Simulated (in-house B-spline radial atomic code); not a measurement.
F²⁺. Computed with a B-spline radial atomic code. Model: all-electron spherical atom, spin shells full or empty, radial basis limit, no spin-orbit coupling: exact exchange with a local potential (Slater, KLI or optimised effective potential, whose far tail is KLI's), no correlation.

Exchange potential has not reached -1/r at the last radius.

The run also made RPA and GW results, which its time includes.

The Slater potential averages the orbital exchange potentials with the orbital densities as weights, KLI adds orbital constants, and the optimised effective potential minimises the exact-exchange energy among local potentials. So their energies lie above Hartree-Fock in the order OEP, KLI, Slater. All fall off as −1/r, unlike LDA and GGA exchange.

Command:
```bash
python run_gw.py task.json out
```
Settings (lengths in bohr, energies in hartree):
```
Z                      9
electrons              7
configuration          [He] 2s2 2p3
hamiltonian            nr
method                 slater
lmax                   9
spin_polarised         True
box_radius             17.55
intervals              65
```

Run time, properties included: 1.3 s on 1 thread of Intel(R) Xeon(R) Platinum 8488C (Sapphire Rapids) (shared host).

Given: hamiltonian non-relativistic; mean-field start Slater potential.

Computed: energy above Hartree-Fock 27.274 millihartree; virial ratio -E/T less 1 -0.020135.

| radius (bohr) | r times exchange potential up (hartree bohr) | r times exchange potential down (hartree bohr) |
| --- | --- | --- |
| 0.00556 | -0.049384 | -0.049288 |
| 0.0066 | ? | ? |
| 0.00785 | -0.069619 | -0.069483 |
| 0.00933 | -0.082641 | -0.08248 |
| 0.0111 | ? | ? |
| 0.0132 | -0.11645 | -0.11623 |
| 0.0157 | -0.13807 | -0.1378 |
| 0.0186 | -0.16288 | -0.16255 |
| 0.0222 | -0.19322 | -0.19283 |
| 0.0263 | -0.2271 | -0.22665 |
| 0.0313 | -0.26737 | -0.26682 |
| 0.0372 | -0.31325 | -0.3126 |
| 0.0442 | -0.36523 | -0.36447 |
| 0.0526 | -0.42394 | -0.42305 |
| 0.0625 | -0.48784 | -0.48684 |
| 0.0743 | -0.55656 | -0.55555 |
| 0.0884 | -0.62839 | -0.62761 |
| 0.105 | -0.69947 | -0.69958 |
| 0.125 | -0.76746 | -0.77002 |
| 0.148 | -0.82444 | -0.83269 |
| 0.176 | -0.86694 | -0.88792 |
| 0.21 | -0.88454 | -0.93067 |
| 0.249 | -0.87034 | -0.95132 |
| 0.296 | -0.83646 | -0.9315 |
| 0.352 | -0.82689 | -0.83675 |
| 0.419 | -0.88031 | -0.70123 |
| 0.498 | -0.98698 | -0.6572 |
| 0.592 | -1.1159 | -0.70555 |
| 0.704 | -1.239 | -0.7822 |
| 0.836 | -1.3342 | -0.85492 |
| 0.994 | -1.3897 | -0.91383 |
| 1.18 | -1.4013 | -0.95476 |
| 1.41 | -1.3753 | -0.9803 |
| 1.67 | -1.3277 | -0.99255 |
| 1.99 | -1.2694 | -0.99783 |
| 2.36 | -1.2141 | -0.9995 |
| 2.81 | -1.1641 | -0.99992 |

Question: What belongs in the row 0.0066?

Answer: r times exchange potential up (hartree bohr): -0.058585; r times exchange potential down (hartree bohr): -0.058471.

Question: What belongs in the row 0.0111?

Answer: r times exchange potential up (hartree bohr): -0.098155; r times exchange potential down (hartree bohr): -0.097963.

```
occupied  level (hartree)  Hartree-Fock level (hartree)
   1s up          -27.622                       -28.169
 1s down          -27.697                       -27.991
   2s up          -3.1191                       -3.2374
 2s down                ?                             ?
   2p up          -2.4421                       -2.3479
```

Question: What belongs in the row 2s down?

Answer: level (hartree): -2.6432; Hartree-Fock level (hartree): -2.5987.

| empty | level (hartree) |
| --- | --- |
| 2p down | -2.0131 |
| 3s up | -0.91748 |
| 3s down | -0.80784 |
| 3p up | -0.76583 |
| 3p down | -0.67457 |
| 3d up | ? |
| 3d down | -0.50852 |
| 4s up | -0.42973 |
| 4s down | ? |
| 4p up | -0.37683 |

Question: What belongs in the row 3d up?

Answer: level (hartree): -0.5932.

Question: What belongs in the row 4s down?

Answer: level (hartree): -0.3966.

The highest level, 2p up, differs from Hartree-Fock by -2.6 eV and the deepest, 1s down, by +8.02 eV: the Slater potential lacks the response part and is deeper than the optimised one throughout, so the top level comes too deep.
